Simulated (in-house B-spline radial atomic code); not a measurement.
Response and correlation of Ru XVII (Ru16+)

Closed shell [Ar] 3d10. Computed with a B-spline radial code for spherical atoms: Dirac-Hartree-Fock, relativistic RPA (time-dependent Dirac-Hartree-Fock) for the response and second-order many-body perturbation theory for correlation, no-pair Dirac-Coulomb Hamiltonian, finite nucleus.

Command:
```bash
python run_mb.py task.json out
```
Settings (nuclear radius in fm, box in bohr, cutoff in hartree):
```
basis_form          2
Z                   44
core_configuration  [Ar] 3d10
rms_radius          4.4809
mass_number         102
speed_of_light      137.036
box_radius          4.665
lmax                7
intervals           59
virtual_cutoff      48400.0
```

Run time, properties included: 5 s on 1 thread of Intel(R) Xeon(R) Platinum 8259CL CPU @ 2.50GHz, with other jobs on the host.

```json
{"multipole (bohr³, bohr⁵, bohr⁷)": "dipole", "uncoupled": "0.042444", "coupled RPA": "0.041858"}
{"multipole (bohr³, bohr⁵, bohr⁷)": "quadrupole", "uncoupled": "0.011034", "coupled RPA": "?"}
{"multipole (bohr³, bohr⁵, bohr⁷)": "octupole", "uncoupled": "0.0045066", "coupled RPA": "0.0048739"}
```

(1) What is the coupled quadrupole polarisability?

(2) Which subshells carry the dipole polarisability?

(3) What does the dipole shielding factor come to?

Dipole polarisability at imaginary frequency:

```
u (Eh)  α(iu) (bohr³)
     0        0.04186
   1.4        0.04158
   3.5         0.0402
  7.01        0.03606
  10.5        0.03108
    14        0.02629
    21        0.01868
    28        0.01358
    35         0.0102
  49.1       0.006268
  70.1       0.003564
   105       0.001801
   140       0.001087
   210      0.0005226
   350      0.0002015
   701      5.303e-05
```

(4) What dispersion coefficients follow for two such ions (the dispersion part alone)?

Lowest J = 1 odd-parity excitations:

| energy (eV) | oscillator strength | leading channel | weight |
| --- | --- | --- | --- |
| 301.56 | 0.000329 | 3d3/2 → p1/2 | 0.496 |
| 304.36 | 0.462 | 3d5/2 → p3/2 | 0.507 |
| 308.1 | 0.08 | 3d3/2 → p3/2 | 0.861 |
| 412.96 | 0.0116 | 3d5/2 → f5/2 | 0.754 |
| 417.05 | 0.219 | 3d5/2 → f7/2 | 0.442 |
| 426.35 | 3.78 | 3d3/2 → f5/2 | 0.632 |
| 446.09 | 0.204 | 3p3/2 → s1/2 | 0.972 |
| 459.32 | 0.00316 | 3d5/2 → p3/2 | 0.889 |

Second-order correlation energy by the highest angular momentum of the excited pair (hartree): s -0.02235, p -0.1924, d -0.5112, f -0.4985, g -0.1713, h -0.07499, i -0.03432, k -0.01749.

(5) What is the second-order correlation energy at the partial-wave limit?

Results:

(1) 0.011824 atomic units, +7 % against the uncoupled value.

(2) 3d5/2 50.3 %, 3d3/2 32.9 %, 3p3/2 9.8 %.

(3) The dipole shielding factor is 0.636, against the exact N/Z = 28/44 = 0.636 of the non-relativistic theorem.

(4) C6 = (3/π)∫α(iu)²du = 0.02481 hartree·bohr⁶ and C8 = 0.03564 hartree·bohr⁸.

(5) The listed waves sum to -1.5225 hartree; extrapolating the increments as (l + 1/2)⁻⁴ gives -1.5583 hartree, -1.51 eV per electron.
